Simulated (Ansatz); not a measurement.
Steps of a relaxation of CH3FO2Si (`O[Si@H]1O[C@H]1F`) with RKS PBE0-D4/def2-TZVP.

```sh
$ ansatz run in.yaml --threads 2 --pin off --events-out ev --progress --plain --max-ram 4352MiB
```

```yaml
crystal:
  periodic: [false, false, false]
  atoms:
    - {symbol: O, position_ang: [-0.385243, 1.408323, 1.270930]}
    - {symbol: Si, position_ang: [0.587862, 0.416284, 0.361327]}
    - {symbol: O, position_ang: [0.301655, -1.276374, 0.362468]}
    - {symbol: C, position_ang: [-0.066741, -0.732238, -0.918657]}
    - {symbol: F, position_ang: [-1.428697, -0.758391, -1.132815]}
    - {symbol: H, position_ang: [-1.342579, 1.246121, 1.181617]}
    - {symbol: H, position_ang: [1.985314, 0.860035, 0.595832]}
    - {symbol: H, position_ang: [0.440530, -1.220861, -1.776702]}
basis:
  gaussian: {orbitals: def2-TZVP}
hamiltonian: {xc: pbe0, dispersion: d4}
relax: {f_tol: 0.005, max_steps: 150}
```

Positions (Å) and forces (eV/Å) along the path, 8 of 8 steps:

```xyz
8
step=1 energy=-15767.4428 eV
O    -0.385    1.408    1.271    0.003   -0.814   -0.762
Si    0.588    0.416    0.361   -0.744   -0.736    0.426
O     0.302   -1.276    0.362    0.013    1.265   -0.318
C    -0.067   -0.732   -0.919    0.294    0.064    0.034
F    -1.429   -0.758   -1.133    0.423   -0.062    0.109
H    -1.343    1.246    1.182    0.655    0.101    0.073
H     1.985    0.860    0.596   -0.288   -0.096   -0.106
H     0.441   -1.221   -1.777   -0.355    0.278    0.544
8
step=2 energy=-15767.5045 eV
O    -0.384    1.396    1.256    0.214   -0.477   -0.452
Si    0.585    0.408    0.369   -0.542   -0.537    0.251
O     0.293   -1.264    0.363    0.109    0.825   -0.051
C    -0.063   -0.717   -0.913    0.089    0.081    0.042
F    -1.419   -0.754   -1.126    0.139   -0.001    0.034
H    -1.331    1.230    1.170    0.159    0.051    0.053
H     1.973    0.852    0.581   -0.071   -0.027   -0.034
H     0.437   -1.207   -1.755   -0.097    0.084    0.158
8
step=3 energy=-15767.5308 eV
O    -0.379    1.378    1.236   -0.101    0.019   -0.012
Si    0.579    0.398    0.373    0.103    0.001    0.007
O     0.291   -1.237    0.373    0.001   -0.151    0.092
C    -0.061   -0.705   -0.909    0.003    0.125   -0.168
F    -1.414   -0.742   -1.122   -0.020   -0.028    0.013
H    -1.323    1.209    1.164   -0.001    0.052    0.055
H     1.963    0.844    0.570    0.019    0.018   -0.007
H     0.436   -1.201   -1.740   -0.003   -0.036    0.019
8
step=4 energy=-15767.5322 eV
O    -0.381    1.380    1.237   -0.003   -0.039   -0.055
Si    0.580    0.396    0.375    0.008    0.002    0.029
O     0.289   -1.240    0.371    0.032   -0.045    0.092
C    -0.060   -0.703   -0.912   -0.031    0.041   -0.104
F    -1.412   -0.745   -1.125   -0.007    0.005    0.000
H    -1.325    1.214    1.171   -0.012    0.035    0.041
H     1.964    0.845    0.567    0.002    0.009    0.002
H     0.438   -1.205   -1.739    0.010   -0.007   -0.005
8
step=5 energy=-15767.5331 eV
O    -0.381    1.382    1.234    0.019   -0.043   -0.048
Si    0.579    0.394    0.375   -0.019   -0.004    0.017
O     0.287   -1.242    0.373    0.019    0.015    0.019
C    -0.059   -0.703   -0.916   -0.035   -0.001   -0.014
F    -1.411   -0.745   -1.130    0.015    0.008   -0.001
H    -1.326    1.218    1.181   -0.007    0.021    0.026
H     1.963    0.847    0.565   -0.003    0.002    0.005
H     0.440   -1.209   -1.740    0.011    0.001   -0.004
8
step=6 energy=-15767.5334 eV
O    -0.378    1.386    1.230   -0.011   -0.015    0.006
Si    0.573    0.391    0.375    0.040    0.014   -0.020
O     0.289   -1.245    0.370   -0.010   -0.008    0.027
C    -0.059   -0.706   -0.919    0.042    0.006   -0.023
F    -1.408   -0.753   -1.135   -0.049   -0.002   -0.009
H    -1.326    1.233    1.200   -0.008    0.001    0.002
H     1.957    0.846    0.568   -0.005   -0.006   -0.006
H     0.444   -1.209   -1.744    0.001    0.010    0.023
8
step=7 energy=-15767.5333 eV rejected
O    -0.379    1.382    1.231    0.026    0.000   -0.021
Si    0.576    0.392    0.371   -0.055    0.008    0.077
O     0.283   -1.243    0.374    0.027    0.037   -0.026
C    -0.058   -0.705   -0.919   -0.051   -0.028    0.001
F    -1.409   -0.750   -1.139    0.027    0.010   -0.007
H    -1.327    1.229    1.201    0.007   -0.011   -0.004
H     1.958    0.848    0.564    0.012   -0.002   -0.006
H     0.447   -1.210   -1.739    0.007   -0.015   -0.014
8
step=8 energy=-15767.5336 eV
O    -0.379    1.384    1.231    0.001   -0.001    0.000
Si    0.575    0.392    0.374    0.000    0.002   -0.002
O     0.287   -1.244    0.372   -0.004    0.001    0.003
C    -0.059   -0.705   -0.919    0.000    0.000   -0.002
F    -1.409   -0.751   -1.138    0.002    0.000   -0.001
H    -1.327    1.230    1.200    0.000   -0.003    0.000
H     1.958    0.847    0.565    0.001    0.000   -0.002
H     0.446   -1.210   -1.741    0.000    0.000    0.002
```

Hardware: 2 threads of an Arm Neoverse V1 on a shared host. Wall time 35 s, peak host memory 0.38 GiB.
